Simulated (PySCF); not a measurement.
NMR data simulated for an unnamed compound:

1H NMR (400 MHz, computed): δ 6.04 (s, 1H), 1.49 (s, 9H).

13C{1H} NMR (computed): δ 154.4 (C), 124.1 (C), 121.1 (C), 115.6 (CH), 42.2 (C), 30.9 (CH3).

- geometry from GFN2-xTB
- GIAO PBE0/pcSseg-1 shieldings
- run in PySCF
- fast rotation and ring inversion assumed for equivalent nuclei, gas phase, one computed conformer, relativity neglected

Shifts are taken against calculated references (same method and geometry level): 1H (σ = 31.72 ppm), 13C (σ = 186.93 ppm) against TMS.

Q: Which of these does the molecule contain: a three-membered ring, a tert-butyl group, a non-aromatic C=C double bond, a nitrile, a benzene ring, an OH group?

A: 
- A three-membered ring: no.
- A tert-butyl group: yes (δC 30.9, 42.2; δH 1.49 (s)).
- A non-aromatic C=C double bond: yes.
- A nitrile: yes (δC 124.1).
- A benzene ring: no.
- An OH group: no.

The data belong to SMILES CC(C)(C)/C(C#N)=C\C#N, C₈H₁₀N₂; they needn't prove each group on their own.

Carbon signals by region: 4 in the sp2 and nitrile region (100–160 ppm), 2 below 50 ppm.

Shifts are as computed. Against solution values, carbons near 30 ppm lie about +3 ppm off and those near 130 ppm about +5 ppm. Of 1211 compounds with measured shifts, 218 miss one by over three times the rms of a fit or turn the order of signals round; such compounds aren't used in these exercises. No couplings were computed; multiplicities are counted from neighbouring protons, with m where these are inequivalent, close in shift, in a saturated or five-membered ring or joined by F or P, and br s for small geminal =CH2 splittings.
